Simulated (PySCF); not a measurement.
Species: C7H3F.
Atom-mapped SMILES: `[CH:1]#[C:2][CH:3]=[C:4]=[C:5]([F:6])[C:7]#[CH:8]` (hydrogens: H9 on C1; H10 on C3; H11 on C8)

Level of theory: PBE0-D3(BJ)/def2-SVP geometry optimisation, gas phase in PySCF.

What internal coordinates does the optimisation give?

| bond | length (pm) |
| --- | --- |
| C1≡C2 | 121.3 |
| C2–C3 | 142.4 |
| C3=C4 | 131.7 |
| C4=C5 | 131.6 |
| C5–F6 | 134.0 |
| C5–C7 | 142.4 |
| C7≡C8 | 121.2 |
| C1–H9 | 107.5 |
| C3–H10 | 110.1 |
| C8–H11 | 107.5 |

A selection of angles:
| angle | degrees |
| --- | --- |
| C1–C2–C3 | 178.3 |
| C2–C3–C4 | 124.7 |
| C3–C4–C5 | 178.1 |
| C4–C5–F6 | 121.2 |
| C4–C5–C7 | 123.5 |
| F6–C5–C7 | 115.4 |
| C5–C7–C8 | 179.8 |

The 6 C–C bonds span 1.212 Å (C7≡C8, drawn triple) to 1.424 Å (C2–C3, drawn single), a spread of 0.212 Å.

Point group: C1 (no symmetry element, even within 0.4 Å). No frequency check.
